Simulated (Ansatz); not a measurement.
Species: GaCl₂, charge 1, singlet. GaCl2+ (SMILES [Cl][Ga+][Cl]).
B3LYP-D3(BJ)/def2-TZVP minimum from Ansatz (a quantum-chemistry and plane-wave program):
```
Ga
Cl 1 2.0381
Cl 1 2.0381 2 180.00
```
Charge +1, spin multiplicity 1.

Total energies in def2-SVP, 16 correlated electrons, 24 frozen orbitals. UHF or UKS for unpaired electrons; spin-orbit terms are left out. Cores are frozen in correlated methods (noble-gas shells, and filled d and f shells in the p block). No relativity. The spin of Cl2Ga+ ([Cl][Ga+][Cl], singlet) was assumed, and the state is the lowest solution found for it.

```
method    program  energy (Eh)  minus CCSDTQ (mEh)
--------  -------  -----------  ------------------
HF         Ansatz  -2841.52259              344.85
MP2        Ansatz  -2841.83107               36.38
CCSD       Ansatz  -2841.85706               10.39
CCSD(T)    Ansatz  -2841.86590                1.54
CCSDT(Q)   Ansatz  -2841.86747               -0.03
CCSDTQ     Ansatz  -2841.86745                0.00
```

Rough core times of Ansatz's runs on a shared machine: CCSD(T) under 20 s, CCSDT(Q) 60 s, CCSDTQ 50 min.
